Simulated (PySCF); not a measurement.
Method: PBE-D3(BJ)/def2-TZVP // PBE0-D3(BJ)/def2-SVP (PySCF). All species are isolated molecules in the gas phase. One relaxed conformer stands for a flexible species; it need not be the lowest. Excitations are Tamm–Dancoff values on a coarser integration grid. The basis has no diffuse functions, so Rydberg states are missing or too high.

Reference species (SMILES): `BC1(C#N)CCCCC1` (neutral, multiplicity 1).

| Quantity | Value |
|---|---|
| HOMO | -7.41 eV |
| S1 oscillator strength | 0.000 |
| S1 excitation (TDA) | 4.57 eV |
| T1 excitation (TDA) | 4.03 eV |

Changed species: `[C@@H]1(C#N)CCC[C@@H](B)C1`.

Predict the effect on the HOMO, S1 oscillator strength, S1 excitation (TDA) and T1 excitation (TDA).

the HOMO stays essentially unchanged; the S1 oscillator strength stays essentially unchanged; the S1 excitation (TDA) goes up by 0.40 eV, to 4.97 eV; the T1 excitation (TDA) rises by 0.40 eV, to 4.43 eV.
